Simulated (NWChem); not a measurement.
Species: SiIF3; SMILES F[Si](F)(F)I

Results from NWChem. Structure relaxed at the PBE0/def2-SVP level. Not confirmed as a minimum by frequencies. def2 effective core potentials on I; no spin-orbit coupling.

Diagonal of the polarisability tensor at B3LYP/def2-SVPD, static: 50.19, 50.19, 68.05 bohr³.

Q: Find the mean polarisability volume, the molar refraction, and the refractive index that an ideal gas of it would have at 273.15 K and 1 atm.

A: 
1. Mean: one third of the trace = 56.14 bohr³ × 0.14818 Å³/bohr³ = 8.32 Å³.
2. Molar refraction (Lorentz-Lorenz): (4π/3) N_A α = 21.0 cm³/mol.
3. Number density p/kT = 2.687 × 10⁻⁵ Å⁻³; n − 1 = 2π N α = 14.04 × 10⁻⁴.
4. These hold the electronic response alone: vibrational and orientational terms add to the static dielectric constant.
